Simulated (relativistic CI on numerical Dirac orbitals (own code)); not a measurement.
**Electric-dipole lines of Nb XVIII**

Computed by Dirac-Coulomb-Breit CI, orbitals from a KLI potential per configuration, QED by a radiative potential, unscaled Slater integrals (own radial code, finite nucleus).

Configuration list (outside the closed core [Ne]): 3s²3p⁶3d⁶, 3s²3p⁵3d⁷, 3s²3p⁴3d⁸, 3s3p⁶3d⁷, 3p⁶3d⁸, 3s²3p⁶3d⁵4s, 3s3p⁵3d⁸, 3s²3p⁶3d⁵4p, 3s²3p⁶3d⁵4d, 3s²3p⁶3d⁵4f, 3s²3p⁶3d⁴4s², 3s²3p⁵3d⁶4s, 3s²3p⁴3d⁷4s, 3s²3p⁶3d⁴4s4p, 3s²3p⁴3d⁷4p, 3s²3p⁵3d⁶4p, 3s²3p⁶3d⁵5s, 3s²3p⁶3d⁴4p², 3s²3p⁶3d⁵5p, 3s²3p⁶3d⁴4s4d, 3s3p⁵3d⁷4s, 3s²3p⁶3d⁵5d, 3s3p⁶3d⁶4s, 3s²3p⁶3d⁵5f, 3s3p⁵3d⁷4p, 3s²3p⁵3d⁵4s², 3s3p⁶3d⁶4p, 3s²3p⁶3d⁵6p, 3p⁶3d⁷4s. Levels of other configurations are missing.

```
λ vac (nm)                Lower                   Upper   A (s⁻¹)        gf  Branching (%)
    4.0050    3s²3p⁶3d⁶ ⁵D4 [1]  3s²3p⁶3d⁵4p ⁵F°5 [295]  1.99e+11  5.27e-01           82.5
    4.0383    3s²3p⁶3d⁶ ³H6 [8]  3s²3p⁶3d⁵4p ³H°6 [348]  2.95e+11  9.37e-01           72.3
    6.7593   3s²3p⁶3d⁶ ¹I6 [21]    3s²3p⁵3d⁷ ¹H°5 [138]  1.17e+12  8.81e+00           94.5
    6.7719   3s²3p⁶3d⁶ ³G5 [15]    3s²3p⁵3d⁷ ¹G°4 [135]  2.92e+11  1.81e+00           45.4
    6.8198    3s²3p⁶3d⁶ ³H6 [8]    3s²3p⁵3d⁷ ³G°5 [128]  9.26e+11  7.10e+00           85.5
    6.8244    3s²3p⁶3d⁶ ³H5 [9]    3s²3p⁵3d⁷ ³G°5 [128]  1.09e+11  8.40e-01           10.1
    6.8961   3s²3p⁶3d⁶ ¹G4 [22]    3s²3p⁵3d⁷ ¹F°3 [136]  5.18e+11  2.59e+00           63.7
    6.8990   3s²3p⁶3d⁶ ³G4 [16]    3s²3p⁵3d⁷ ³F°3 [131]  5.84e+11  2.92e+00           73.0
    6.9011   3s²3p⁶3d⁶ ¹G4 [32]    3s²3p⁵3d⁷ ¹F°3 [143]  7.69e+11  3.84e+00           79.6
    6.9340   3s²3p⁶3d⁶ ³F4 [28]    3s²3p⁵3d⁷ ³D°3 [141]  6.03e+11  3.04e+00           69.4
    6.9414   3s²3p⁶3d⁶ ³G5 [15]    3s²3p⁵3d⁷ ³F°4 [129]  4.00e+11  2.60e+00           58.4
    6.9728    3s²3p⁶3d⁶ ³F4 [6]    3s²3p⁵3d⁷ ³G°4 [121]  9.12e+10  5.98e-01           11.5
    7.0231    3s²3p⁶3d⁶ ³H5 [9]    3s²3p⁵3d⁷ ³G°4 [121]  5.19e+11  3.45e+00           65.3
    7.0496   3s²3p⁶3d⁶ ¹F3 [25]    3s²3p⁵3d⁷ ¹D°2 [134]  4.92e+11  1.83e+00           60.4
    7.0607   3s²3p⁶3d⁶ ³F3 [30]    3s²3p⁵3d⁷ ³D°2 [139]  4.64e+11  1.73e+00           61.0
    7.1164   3s²3p⁶3d⁶ ³H4 [12]    3s²3p⁵3d⁷ ³G°3 [120]  5.21e+11  2.77e+00           69.7
    7.1556    3s²3p⁶3d⁶ ³F4 [6]    3s²3p⁵3d⁷ ³D°3 [117]  2.04e+11  1.10e+00           40.0
    7.1623    3s²3p⁶3d⁶ ³H5 [9]    3s²3p⁵3d⁷ ³F°4 [119]  1.14e+11  7.89e-01           21.8
    7.2262   3s²3p⁶3d⁶ ³F3 [10]    3s²3p⁵3d⁷ ³D°2 [118]  2.47e+11  9.65e-01           38.3
    7.2836  3s²3p⁵3d⁷ ³H°6 [45]     3s²3p⁴3d⁸ ³G5 [365]  2.57e+11  2.25e+00           43.5
    7.3999    3s²3p⁶3d⁶ ³F4 [6]    3s²3p⁵3d⁷ ³D°3 [105]  2.39e+11  1.37e+00           54.6
    7.4497   3s²3p⁶3d⁶ ³G5 [15]    3s²3p⁵3d⁷ ³G°5 [113]  2.21e+11  2.02e+00           60.3
    7.4673   3s²3p⁶3d⁶ ¹G4 [22]    3s²3p⁵3d⁷ ³F°4 [119]  2.00e+11  1.50e+00           38.3
    7.4827    3s²3p⁶3d⁶ ⁵D4 [1]     3s²3p⁵3d⁷ ³H°4 [87]  4.74e+10  3.58e-01           13.7
    7.5262   3s²3p⁶3d⁶ ¹I6 [21]    3s²3p⁵3d⁷ ¹I°6 [114]  2.38e+11  2.62e+00           90.6
    7.5903    3s²3p⁶3d⁶ ⁵D4 [1]     3s²3p⁵3d⁷ ⁵D°4 [81]  1.56e+11  1.21e+00           51.6
    7.6696    3s²3p⁶3d⁶ ⁵D3 [2]     3s²3p⁵3d⁷ ⁵D°4 [81]  6.72e+10  5.34e-01           22.3
    7.7681    3s²3p⁶3d⁶ ³H5 [9]     3s²3p⁵3d⁷ ³H°5 [93]  1.68e+11  1.67e+00           64.1
    7.7768    3s²3p⁶3d⁶ ⁵D3 [2]     3s²3p⁵3d⁷ ⁵D°2 [74]  1.33e+11  6.05e-01           41.1
    7.8327    3s²3p⁶3d⁶ ⁵D1 [4]     3s²3p⁵3d⁷ ⁵D°2 [74]  1.33e+11  6.11e-01           41.0
    7.8509    3s²3p⁶3d⁶ ⁵D3 [2]     3s²3p⁵3d⁷ ³D°3 [71]  1.05e+11  6.78e-01           46.5
    7.8575    3s²3p⁶3d⁶ ⁵D4 [1]     3s²3p⁵3d⁷ ⁵P°3 [66]  1.37e+11  8.90e-01           63.8
    7.8587   3s²3p⁶3d⁶ ³F3 [10]     3s²3p⁵3d⁷ ³G°3 [92]  1.33e+11  8.60e-01           43.4
    7.8696    3s²3p⁶3d⁶ ³F4 [6]     3s²3p⁵3d⁷ ³H°4 [87]  1.60e+11  1.34e+00           46.5
    7.8741    3s²3p⁶3d⁶ ⁵D2 [3]     3s²3p⁵3d⁷ ³D°3 [71]  7.07e+10  4.60e-01           31.4
    8.0191    3s²3p⁶3d⁶ ⁵D4 [1]     3s²3p⁵3d⁷ ⁵D°3 [59]  1.46e+11  9.88e-01           81.4
    8.0550    3s²3p⁶3d⁶ ³H6 [8]     3s²3p⁵3d⁷ ³H°6 [79]  2.00e+11  2.53e+00           83.1
    8.0781    3s²3p⁶3d⁶ ⁵D3 [2]     3s²3p⁵3d⁷ ⁵P°2 [62]  1.15e+11  5.63e-01           86.8
    8.2620    3s²3p⁶3d⁶ ⁵D4 [1]     3s²3p⁵3d⁷ ³F°4 [51]  5.83e+10  5.37e-01           80.2
    8.2673    3s²3p⁶3d⁶ ³H6 [8]     3s²3p⁵3d⁷ ³I°6 [69]  5.32e+10  7.09e-01           69.7
    8.2801    3s²3p⁶3d⁶ ⁵D2 [3]     3s²3p⁵3d⁷ ⁵F°2 [54]  9.50e+10  4.88e-01           94.7
    8.2942    3s²3p⁶3d⁶ ³H5 [9]     3s²3p⁵3d⁷ ³H°5 [68]  6.36e+10  7.21e-01           54.2
    8.3115    3s²3p⁶3d⁶ ³P2 [7]     3s²3p⁵3d⁷ ³P°2 [65]  1.27e+11  6.60e-01           63.9
    8.5848    3s²3p⁶3d⁶ ⁵D4 [1]     3s²3p⁵3d⁷ ³G°5 [40]  6.19e+10  7.52e-01           83.6
    10.671  3s²3p⁵3d⁷ ⁵G°6 [35]      3s3p⁶3d⁷ ⁵F5 [145]  1.16e+11  2.18e+00           53.7
```

Terms are leading LS components. Brackets give the number of a level in order of energy, since labels repeat. The list gives strong lines, with weight on those to low levels, without lines whose two gauges differ by over a factor of 2.5, among the lowest 400 of 9882 levels, so that lines to higher ones, which can be the strongest, are missing. Levels whose partners in the same complex of configurations lie outside the list can be far off, and so can their lines. Rates are taken at the computed energies, electric ones in the length gauge.

At this charge energies of transitions that change n are usually good to better than 1 %, and those within a shell (Δn = 0) to a few per cent. Terms inside the open d or f shell come out 10 to 20 % too wide with unscaled integrals.

LS names give the leading component of a level, which can be under half, so a name can repeat, a term be missing and a line seem to break the LS rules.
